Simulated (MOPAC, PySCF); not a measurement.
[Zn(F)(OH)], neutral singlet in the gas phase. 

Cartesian coordinates (Å):
```xyz
4

Zn    -0.0915     0.0870     0.0650
F      0.7791     0.9283    -1.1857
O     -0.8736    -0.8636     1.3395
H     -1.7177    -0.4648     1.6197
```
Charge 0, spin multiplicity 1.

All levels are single points at this geometry (TPSS-D3(BJ)/def2-SVP); Pople sets use spherical d functions. Orbital energies aren't observables, and empty levels follow the basis.

| level | HOMO (eV) | LUMO (eV) | gap (eV) | dipole (D) | vertical IE, Delta-SCF (eV) |
|---|---|---|---|---|---|
| B3LYP-D3(BJ)/def2-TZVP in PySCF | -8.55 | -1.91 | 6.64 | 2.05 | – |
| PBE-D3(BJ)/def2-TZVP in PySCF | -7.12 | -2.46 | 4.66 | 1.99 | – |
| TPSSh-D3(BJ)/def2-TZVP in PySCF | -7.84 | -1.89 | 5.94 | 2.01 | – |
| B3LYP/3-21G in PySCF | -7.34 | -1.35 | 5.99 | 2.05 | – |
| B3LYP/6-31G* (LANL2DZ on Zn) in PySCF | -7.84 | -1.59 | 6.25 | 1.93 | 10.96 |
| BP86/6-31G* (LANL2DZ on Zn) in PySCF | -6.52 | -2.20 | 4.31 | 1.86 | – |
| PBE/6-31G* (LANL2DZ on Zn) in PySCF | -6.39 | -2.13 | 4.26 | 1.85 | – |
| SVWN5/6-31G* (LANL2DZ on Zn) in PySCF | -6.61 | -2.41 | 4.20 | 1.94 | 10.89 |
| HF/3-21G in PySCF | -12.19 | 1.37 | 13.56 | 2.31 | – |
| HF/6-31G* (LANL2DZ on Zn) in PySCF | -12.64 | 1.65 | 14.29 | 2.14 | 9.62 |
| HF/STO-3G in PySCF | -4.93 | 6.39 | 11.32 | 0.89 | – |
| AM1 in MOPAC | -12.34 | 0.20 | 12.54 | 1.79 | – |
| PM3 in MOPAC | -12.60 | -0.45 | 12.15 | 2.02 | – |
